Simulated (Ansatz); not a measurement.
C₂H₈O₂Si, SMILES C[C@H](O)[SiH2]O.

Geometry optimised at B3LYP-D3(BJ)/def2-SVP. The structure was generated by enumeration; whether it is a known compound was not checked. The values are those of a single conformer.

Two levels are set side by side: PBE/def2-TZVPD (Ansatz, a quantum-chemistry and plane-wave program) and PBE0/def2-TZVPD (Ansatz). Energy differences of separate SCF runs at the same geometry; the states with an electron removed or added have multiplicity 2 and 2. Differences are taken from unrounded values.

```json
[
 {"quantity": "vertical ionisation energy (eV)", "PBE0": "9.57", "PBE": "9.20", "PBE minus PBE0": "-0.38"},
 {"quantity": "vertical singlet–triplet gap (eV)", "PBE0": "5.81", "PBE": "5.29", "PBE minus PBE0": "-0.52"}
]
```
